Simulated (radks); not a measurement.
These are the eigenvalues of the occupied orbitals of an atom or ion with whole-number occupations (Ry). All-electron calculation, scalar-relativistic Kohn-Sham, LDA (Slater exchange, Perdew-Wang correlation), spin-polarised, spherical densities, finite nucleus; Fermi nuclear charge, rms radius of each element as measured or else 0.836 A^(1/3) + 0.57 fm. Program: a radial shooting solver on a logarithmic mesh with Libxc functionals.

1s up: -54.20152
1s down: -54.00998
2s up: -6.82348
2s down: -6.42925
2p up: -5.52061

Which element is it, and in what charge state? The configuration may be excited. Open shells, if any, are filled with parallel spins first.

Answer. Z = 9, fluorine, charge +3: F3+ in [He] 2s2 2p2. The list shows which subshells hold electrons but not how many an open one holds; the 1s level, -27.101 hartree, gives Z - s = 7.4 by -(Z - s)^2/2, which with screening and relativity narrows Z to a few neighbours, and the depths of the outer levels then fix element, charge and occupations together.
